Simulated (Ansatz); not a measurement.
Consider the redistribution: `C[O][Zn][CH3]` + `F[Si](F)(F)F` → `[CH3][Zn][F]` + `CO[Si](F)(F)F`.

Computed with Ansatz on PBE0-D4/def2-TZVP structures; ΔE is electronic, products minus reactants. CCSD(T)/CBS is the MP2 limit (def2-TZVPP, def2-QZVPP) plus CCSD(T) − MP2 in def2-TZVPP, frozen cores. DFT in def2-TZVPP. HSE06 is defined as in plane-wave codes. For Zn outer-core shells are correlated without core-valence functions, which leaves a few kJ/mol of doubt a bond. Scalar relativity is left out up to krypton. One conformer a species, not always the lowest.

Is it downhill or uphill in electronic energy at CCSD(T)/CBS, and by how much? (Estimate.)

The calculation gave: Downhill: ΔE = -18.8 kJ/mol.

What do these levels give: LDA (SPW92), BLYP-D4, r2SCAN-D4, B97M-V, HSE06-D4, ωB97X-V, r2SCAN, PBE0, CCSD/def2-SVP, CCSD(T)/def2-SVP, HF/def2-TZVPP, MP2/def2-QZVPP? (Best estimate.)

The calculation gave: LDA (SPW92) -15.6, BLYP-D4 -22.9, r2SCAN-D4 -18.3, B97M-V -18.4, HSE06-D4 -20.8, ωB97X-V -23.6, r2SCAN -17.8, PBE0 -19.4, CCSD/def2-SVP -19.8, CCSD(T)/def2-SVP -17.8, HF/def2-TZVPP -26.3, MP2/def2-QZVPP -14.8 kJ/mol.

Largest T1 diagnostic among the species: 0.016.

From BLYP to BHLYP (50 % exact exchange), in def2-TZVPP and without D4, ΔE moves by −4.2 kJ/mol. Leaving LDA and LC-ωPBE aside and taking each functional with its dispersion term where it has one, the values, not all of them listed here, spread over 8.0 kJ/mol, from BHLYP-D4 to PBE-QIDH. In def2-TZVPP, CCSD(T) changes the Hartree–Fock value by +11.4 kJ/mol (the triples alone add +1.8 kJ/mol) and MP2 by +13.9 kJ/mol.
